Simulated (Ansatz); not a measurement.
Input and output for CH$_{7}$OSi$_{2}$, SMILES `O[SiH2]C[SiH2]` radical.

```yaml
crystal:
  periodic: [false, false, false]
  atoms:
    - {symbol: O, position_ang: [-1.178701, 2.196036, 0.423555]}
    - {symbol: Si, position_ang: [0.109372, 1.169849, 0.327437]}
    - {symbol: C, position_ang: [-0.340955, -0.508743, -0.353180]}
    - {symbol: Si, position_ang: [1.035658, -1.768623, -0.153704]}
    - {symbol: H, position_ang: [-1.551114, 2.526134, -0.394527]}
    - {symbol: H, position_ang: [0.599523, 1.036558, 1.720324]}
    - {symbol: H, position_ang: [1.179337, 1.746663, -0.534183]}
    - {symbol: H, position_ang: [-1.235920, -0.880712, 0.160444]}
    - {symbol: H, position_ang: [-0.578709, -0.420871, -1.418403]}
    - {symbol: H, position_ang: [0.845944, -2.962887, -1.023721]}
    - {symbol: H, position_ang: [1.181066, -2.190404, 1.266556]}
basis:
  gaussian: {orbitals: def2-SVPD, fitting: {mean_field: cc-pVTZ-jkfit}}
magnetization: {spin_polarized: false, initial_magnetization: 1}
hamiltonian: {xc: {name: B97}, pseudopotentials: {relativity: scalar}}
```

```sh
$ ansatz run in.yaml --threads 4 --pin off --events-out ev --progress --plain --max-ram 10444MiB
```

It prints (some lines left out):

```
Functional definition: B97
610 factors; integrals over basis functions are off by at most 1.4e-1 eV
mean field evaluation 1: about -18965.7356 eV, gradient 6.5e1 eV
mean field evaluation 2: about -18965.7367 eV, gradient 6.5e1 eV
mean field evaluation 4: about -18972.0130 eV, gradient 3.0e1 eV
mean field evaluation 8: about -18974.3185 eV, gradient 1.3e-1 eV
mean field evaluation 16: about -18974.3183 eV, gradient 5.5e-5 eV
mean field -18974.31826140 eV, -697.2933348515 hartree, gradient 5.5e-5 eV, S^2 0.750000; 0 other end points of the search recorded, 0 dependent functions left out
reference -18974.31829590 eV, -697.2933361196 hartree; 25, 24 occupied and 122, 123 virtual orbitals, 610 factors
Total energy: -18974.31829590 eV, -697.2933361196 hartree
Relativity: scalar
```

It took 5.5 s on 4 threads of an Arm Neoverse V1 on a shared host, with 0.45 GiB of host memory at the peak.
